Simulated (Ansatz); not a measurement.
A nudged elastic band was laid between two geometries of CH$_{6}$AlFOSi (11 atoms, charge 0, multiplicity 1).

Theory: RKS PBE/def2-SVP in Ansatz 0.2.0.

| Item | Value |
| --- | --- |
| movable images | 5 |
| climbing image | yes |
| spring | 5.0 eV/Å² |
| optimiser | quadratic models (default) |
| start path | through a guess of the saddle point |
| force threshold | 0.05 eV/Å |
| iteration limit | 60 |
| end points | relaxed |

First end point:

```xyz
11
Properties=species:S:1:pos:R:3
O -0.925 1.529 1.050
Si 0.244 0.585 0.261
Al 0.460 -1.635 1.360
C -0.080 0.413 -1.626
F -0.059 1.655 -2.255
H -1.746 1.052 1.264
H 1.510 1.390 0.377
H 1.726 -2.601 1.149
H -0.720 -2.122 2.340
H -1.058 -0.082 -1.832
H 0.712 -0.240 -2.069
```

Last end point:

```xyz
11
Properties=species:S:1:pos:R:3
O -0.273 1.295 0.989
Si 1.370 0.508 0.068
Al 0.590 -1.601 1.148
C 0.168 0.329 -1.530
F -0.522 1.588 -1.594
H -0.811 0.524 1.345
H -0.751 1.665 0.198
H 1.028 -3.075 1.627
H -0.863 -1.073 1.787
H -0.638 -0.437 -1.558
H 0.767 0.220 -2.460
```

Problem. What changes between the two ends?

Solution. Bonds broken: Si2–H7. Bonds formed: O1–H7.

Problem. Give the energies along the band, and the barrier.

Solution. The run converged. The highest image is number 3 of 0 to 6, 243.2 kJ/mol above the first end and 72.5 kJ/mol above the last; the last end lies 170.7 kJ/mol above the first. Neighbouring images differ by up to 2.4 eV, so the band resolves the path poorly. A vibrational analysis at the climbing image gives one clearly imaginary mode, 1258i cm⁻¹: a first-order saddle point. The orbitals stay closed-shell, which can raise the energy where a bond breaks towards radicals; this wasn't checked here.

| image | path coordinate (Å) | energy (kJ/mol) | Si2–H7 (Å) | O1–H7 (Å) |
| --- | --- | --- | --- | --- |
| 0 | 0.00 | 0.0 | 1.51 | 2.53 |
| 1 | 1.06 | 4.8 | 1.51 | 2.57 |
| 2 | 2.12 | 14.9 | 1.50 | 2.42 |
| 3 | 3.18 | 243.2 | 1.64 | 1.31 |
| 4 | 4.56 | 187.4 | 2.42 | 0.98 |
| 5 | 5.95 | 175.8 | 2.40 | 1.00 |
| 6 | 7.33 | 170.7 | 2.42 | 1.00 |

Problem. What is the geometry of the highest image?

Solution. 
```xyz
11
Properties=species:S:1:pos:R:3
O -0.735 1.485 0.998
Si 0.539 0.192 0.274
Al 0.403 -1.984 1.358
C -0.075 0.352 -1.555
F -0.335 1.721 -1.789
H -0.959 1.999 0.183
H 0.561 1.670 0.982
H 1.396 -3.139 0.847
H -0.380 -2.146 2.749
H -1.026 -0.198 -1.735
H 0.677 -0.010 -2.291
```

The band took 22 iterations and roughly 6 core-minutes.

The run took 3.2 min on 2 threads of Intel(R) Xeon(R) Platinum 8375C CPU @ 2.90GHz (Ice Lake) (shared host), peak memory 0.17 GiB.
